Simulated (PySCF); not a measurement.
# Ionising HfCl

PBE0; PySCF, scalar-relativistic core potentials, basis sets Hf def2-TZVPPD with ECP60, Cl def2-TZVPPD. Neutral (UKS): doublet (δ ↑), Re = 2.304 Å, ωe = 376 cm⁻¹, HOMO -5.18 eV, LUMO -2.11 eV.

HfCl⁺ (UKS): triplet (σ ↑, δ ↑), Re = 2.226 Å, ωe = 448 cm⁻¹. The energies at the minima are -508.02314 hartree for HfCl and -507.77224 for HfCl⁺.

Question: Work out the adiabatic ionisation energy, without and with harmonic zero-point energies (1 hartree = 27.2114 eV, 1 eV = 8065.5 cm⁻¹), and the change of the bond length.

Answer: At PBE0: 0.25090 hartree = 6.827 eV between the minima; the zero-point term (448.0 − 376.0)/2 cm⁻¹ = +0.004 eV makes it 6.832 eV. Re changes by -7.8 pm against the neutral. The electron leaves a σ orbital, and the shorter bond of the ion fits an antibonding orbital, or a change in how ionic the bond is.

HfCl⁻ (UKS): triplet (π ↑, δ ↑), Re = 2.441 Å, ωe = 267 cm⁻¹. The energies at the minima are -508.02314 hartree for HfCl and -508.04555 for HfCl⁻.

Question: Work out the adiabatic electron affinity, without and with harmonic zero-point energies (1 hartree = 27.2114 eV, 1 eV = 8065.5 cm⁻¹), and the change of the bond length.

Answer: At PBE0: 0.02241 hartree = 0.610 eV between the minima; the zero-point term (376.0 − 267.0)/2 cm⁻¹ = +0.007 eV makes it 0.617 eV. Re changes by +13.7 pm against the neutral. The electron enters a π orbital, and the longer bond of the ion fits an antibonding orbital, or a change in how ionic the bond is.

De is left out where the level can put another filling of the metal’s s and d shells below the measured ground configuration, by anything from nothing to about 1 eV. These are scalar-relativistic numbers at best; spin–orbit coupling would shift them, the dissociation energy most. The highest Kohn–Sham level is positive in this anion. Much of that is self-interaction error, but it also means that the finite basis helps to hold the extra electron. The state is the lowest single determinant that the PBE0 search found; with open d or f shells the true ground state can be another one.
